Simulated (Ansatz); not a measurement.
Two isomers of CH9NO2Si2: A = `CN([SiH3])[SiH](O)O`, B = `CO[Si](N)(O)[SiH3]`.

Gas-phase electronic energies from Ansatz, PBE0-D4/def2-TZVP geometries. CBS: MP2 limit from def2 TZ/QZ plus the TZ coupled-cluster correction, frozen cores. Functionals use def2-TZVPP. B3LYP here is the variant with VWN-RPA as its local correlation; programs differ in this. One conformer a species, not always the lowest.

**Question.** Which isomer does CCSD(T)/CBS put lower? Give the gap. (An estimate is asked.)

**Answer.** Computed: A, by 17.8 kcal/mol.

**Question.** Give E(B) − E(A) in kcal/mol with MP2/def2-TZVPP, B3LYP-D4, ωB97M-V, PBE-D4, CCSD(T)/def2-TZVPP, r2SCAN-D4, CCSD/def2-TZVPP. (Estimate.)

**Answer.** Ansatz gave: MP2/def2-TZVPP 20.6, B3LYP-D4 15.7, ωB97M-V 17.9, PBE-D4 12.4, CCSD(T)/def2-TZVPP 17.9, r2SCAN-D4 15.3, CCSD/def2-TZVPP 18.0. None reverses the order clearly.

Largest T1 diagnostic: 0.012.

The D4 term adds +0.8 kcal/mol with B3LYP and +0.4 kcal/mol with PBE0; it sums over pairs of atoms, weighted by their polarisabilities, and B3LYP, whose exchange is more repulsive, gets the larger term. From PBE to PBE0 (25 % exact exchange), in def2-TZVPP and without D4, E(B) − E(A) moves by +1.9 kcal/mol.
